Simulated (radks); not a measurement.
Bi LXXVI, 8 electrons, occupied as [He] 2s2 2p4. Method: Dirac Kohn-Sham, exchange-only PBE, spin-unpolarised, spherical densities, finite nucleus; open shells fill j = l - 1/2 first; Fermi nuclear charge, rms radius 5.5211 fm; computed with a radial shooting solver on a logarithmic mesh with Libxc functionals.

Normalised radial functions P(r) = r R(r) (large component), r in bohr:

r	1s1/2	2s1/2	2p3/2
0.0007295	1.7765	0.7110	0.0090
0.000803	1.9066	0.7624	0.0108
0.0008839	2.0450	0.8167	0.0129
0.000973	2.1917	0.8742	0.0154
0.001063	2.3340	0.9298	0.0182
0.00117	2.4976	0.9934	0.0217
0.001287	2.6703	1.0601	0.0259
0.001406	2.8365	1.1241	0.0305
0.001547	3.0265	1.1966	0.0365
0.001703	3.2254	1.2720	0.0435
0.001875	3.4328	1.3498	0.0519
0.002048	3.6301	1.4231	0.0609
0.002254	3.8524	1.5046	0.0725
0.002481	4.0812	1.5872	0.0863
0.002709	4.2958	1.6631	0.1011
0.002982	4.5337	1.7454	0.1200
0.003283	4.7739	1.8261	0.1423
0.003613	5.0142	1.9037	0.1686
0.003946	5.2325	1.9708	0.1967
0.004343	5.4657	2.0379	0.2324
0.004781	5.6904	2.0965	0.2741
0.005221	5.8857	2.1408	0.3183
0.005747	6.0832	2.1763	0.3741
0.006326	6.2599	2.1954	0.4387
0.006963	6.4109	2.1949	0.5133
0.007604	6.5223	2.1741	0.5913
0.00837	6.6092	2.1259	0.6882
0.009213	6.6549	2.0473	0.7985
0.01006	6.6563	1.9452	0.9123
0.01107	6.6092	1.7977	1.0513
0.01219	6.5077	1.6092	1.2064
0.01342	6.3490	1.3771	1.3783
0.01465	6.1519	1.1244	1.5505
0.01613	5.8811	0.8046	1.7539
0.01775	5.5541	0.4395	1.9722
0.01939	5.2088	0.0675	2.1836
0.02134	4.7889	-0.3744	2.4236
0.02349	4.3326	-0.8468	2.6691
0.02586	3.8511	-1.3392	2.9144
0.02824	3.3984	-1.7972	3.1332
0.03108	2.9053	-2.2892	3.3574
0.03421	2.4263	-2.7561	3.5574
0.03736	2.0113	-3.1452	3.7107
0.04113	1.5954	-3.5089	3.8355
0.04527	1.2272	-3.7906	3.9062
0.04983	0.9124	-3.9739	3.9140
0.05441	0.6730	-4.0449	3.8601
0.0599	0.4643	-4.0104	3.7315
0.06593	0.3063	-3.8602	3.5307
0.072	0.2003	-3.6281	3.2876
0.07925	0.1197	-3.2876	2.9672
0.08724	0.0674	-2.8787	2.6034
0.09603	0.0356	-2.4300	2.2143
0.1049	0.0186	-2.0097	1.8526
0.1154	0.0085	-1.5684	1.4715
0.1271	0.0036	-1.1689	1.1217
0.1387	0.0015	-0.8543	0.8407
0.1527	0.0005	-0.5759	0.5853
0.1681	0.0002	-0.3657	0.3859
0.1851	0.0000	-0.2175	0.2396
0.2021	0.0000	-0.1269	0.1461
0.2224	0.0000	-0.0654	0.0795

1s1/2: eigenvalue -98605 eV, 0 radial nodes, <r> = 0.0158 bohr, 90 % of the charge inside 0.0289 bohr. 2s1/2: eigenvalue -23640 eV, 1 radial node at r = 0.0197 bohr, <r> = 0.0643 bohr, 90 % of the charge inside 0.101 bohr. 2p3/2: eigenvalue -20743 eV, 0 radial nodes, <r> = 0.0610 bohr, 90 % of the charge inside 0.0985 bohr.
